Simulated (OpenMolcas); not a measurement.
**Pt2+: effect of the metal basis and ligand basis**

Pt2+ with 6 ligands (bromide) in octahedral coordination (Oh) at 2.71 Å. A charge of +0.667 e stands 3.2 Å behind each ligand.

| Quantity | Value |
| --- | --- |
| Program | OpenMolcas |
| Method | CASSCF |
| Spin-orbit coupling | RASSI with atomic mean-field integrals over the reference wave functions |

Fixed: active space 8 electrons in 5 orbitals (5d), DKH2 Hamiltonian.

States (labels of O, the rotations of Oh). Energies in cm-1 above the lowest state or level, χT in cm3 K/mol.

```json
{"Run": "A", "Metal basis": "ANO-RCC-VDZP", "Ligand basis": "ANO-RCC-VDZP", "Ground state": "3A2", "First state of that spin": "3T2 9396", "First gap with spin-orbit (degeneracies)": "6409 (3, 2)", "χT at 300 K": "1.918", "First state of another spin": "1E 10406", "Cost": "roughly 80 core-seconds"}
{"Run": "B", "Metal basis": "ANO-RCC-VTZP", "Ligand basis": "ANO-RCC-VTZP", "Ground state": "3A2", "First state of that spin": "3T2 8983", "First gap with spin-orbit (degeneracies)": "6149 (3, 2)", "χT at 300 K": "1.936", "First state of another spin": "1E 10264", "Cost": "roughly 6 core-minutes"}
```

Against A, the first state of the same spin changes by -4.4 % in B.

Costs are those of the RASSCF and RASSI steps.

Without dynamic correlation the repulsion within the d shell is too large (B by tens of per cent), so at a given field states of lower spin stand too high. Real 4d8 and 5d8 ions are as a rule square planar and diamagnetic. With metal d orbitals alone the field can be off either way by tens of per cent. Ligand-to-metal charge-transfer states are missing. With no ligand orbital active B as a rule stays too high, so bands that hang on it stand too high and its fall with covalency is understated. The least metal-like active orbital is 81 % on the metal (Löwdin) and no ligand orbital is active, so the numbers are rough (holds for A). The least metal-like active orbital is 80 % on the metal (Löwdin) and no ligand orbital is active, so the numbers are rough (holds for B). No measured value stands beside these numbers; the geometry was imposed, not optimised, and the real ion may take another.
